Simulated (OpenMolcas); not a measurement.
Exact exchange and the HOMO–LUMO gap of AlSiH5O2

AlSiH5O2: 9 atoms, total charge 0, spin state singlet. As SMILES, `O[SiH2][O][AlH2]`. Geometry: relaxed at PBE0-D4/def2-TZVP. This is one conformer, not always the lowest.

The HOMO–LUMO gap y, in eV, basis cc-pVDZ; a is the functional's share of exact exchange. Programs: OpenMolcas 26.06.

| functional | program | a | y (eV) |
| --- | --- | --- | --- |
| BLYP | OpenMolcas | 0 | 4.89 |
| r2SCAN | OpenMolcas | 0 | 5.60 |
| B3LYP | OpenMolcas | 0.2 | ? |
| PBE0 | OpenMolcas | 0.25 | 7.05 |
| BHLYP | OpenMolcas | 0.5 | 9.11 |

Q: Fit y = c + s·a to the known rows and predict B3LYP.

A: 
1. Means of the 4 rows: a = 0.1875, y = 6.662.
2. Σ(Δa)² = 0.17188, Σ(Δa·Δy) = 1.3206, so the slope is 1.3206/0.17188 = 7.6833.
3. Intercept: 6.662 − (7.6833) × 0.1875 = 5.221. The largest residual of the fit is 0.38.
4. B3LYP: 5.221 + (7.6833) × 0.2 = 6.76 eV.

The run gave 6.62 eV, so the prediction is off by +0.14 eV, within the largest residual. Exact exchange lowers occupied levels and raises empty ones. The rows mix families of semi-local functionals, which the line can't see.
